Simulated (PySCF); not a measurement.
## Spinor energies of Dy⁺ (dysprosium, charge +1)

Start: [Xe] 4f10 6s1; 4f5/2 filled at m_j = -5/2, -3/2, -1/2, +1/2, +3/2, +5/2; 4f7/2 filled at m_j = +1/2, +3/2, +5/2, +7/2; 6s1/2 filled at m_j = +1/2. Calculated with PySCF 2.14 in x2c-SVPall-2c with one added diffuse shell each of s, p, d, f type (8s11p10d4f1g, 128 functions): generalised Hartree-Fock with the X2C-1e Hamiltonian and a Gaussian nucleus; one run each with spin-orbit coupling (SO) switched off, then screened by Boettger's factors.

```
spinor shell  electrons  ε, spin-free (eV)  ε, screened SO (eV)  weight of nominal j (screened SO)  rms radius, screened SO (bohr)
       1s1/2          2           -54062.1             -54050.9                              1.000                          0.0240
       2s1/2          2            -9131.9              -9128.5                              1.000                          0.0971
       2p1/2          2            -8099.6              -8665.2                              1.000                          0.0830
       2p3/2          4            -8099.6              -7859.5                              1.000                          0.0896
       3s1/2          2            -2089.4              -2088.3                              1.000                           0.250
       3p1/2          2            -1766.2              -1886.0                              1.000                           0.241
       3p3/2          4            -1766.2              -1714.5                              1.000                           0.255
       3d3/2          4            -1348.4              -1370.7                              0.999                           0.228
       3d5/2          6            -1348.4              -1332.6                              0.999                           0.231
       4s1/2          2            -442.63              -442.29                              1.000                           0.564
       4p1/2          2            -333.65              -361.77                              0.994                           0.579
       4p3/2          4            -333.65              -321.37                              0.997                           0.609
       4d3/2          4            -182.07              -189.58                              0.888                           0.655
       4d5/2          6            -182.07              -176.77                              0.926                           0.664
       5s1/2          2            -65.849              -65.793                              1.000                            1.41
       5p1/2          2            -37.626              -41.532                              0.974                            1.59
       5p3/2          4            -37.626              -35.942                              0.987                            1.71
       4f5/2          6            -19.961              -20.077                              0.718                           0.952
       4f7/2          4            -19.961              -19.640                              0.715                           0.959
       6s1/2          1            -10.815              -10.816                              1.000                            4.18
```

| quantity | spin-free | screened SO |
| --- | --- | --- |
| E (hartree) | -12147.91701 | -12156.84327 |
| M_J | 17/2 | 17/2 |
| ⟨J²⟩ | 80.758 | 80.758 |
| ⟨L²⟩ | 42.002 | 42.733 |
| ⟨S²⟩ | 8.756 | 8.606 |

Each row is a mean over spinors that exchange with the open shell spreads, by up to 14.767 eV (4d5/2).

Rows whose weight is well below 1 are mixtures of j = l ± 1/2: exchange outweighs spin-orbit coupling there, and the label is only the starting occupation.

Breit and QED terms are absent; they matter most for the inner s and p1/2 levels.

Densities and radii are taken from the X2C orbitals without a picture-change correction, which distorts them close to the nucleus.

Without spin-orbit coupling the j labels of p, d and f shells carry no meaning; the spin-free column gives the mean over the occupied spinors of each nl shell.
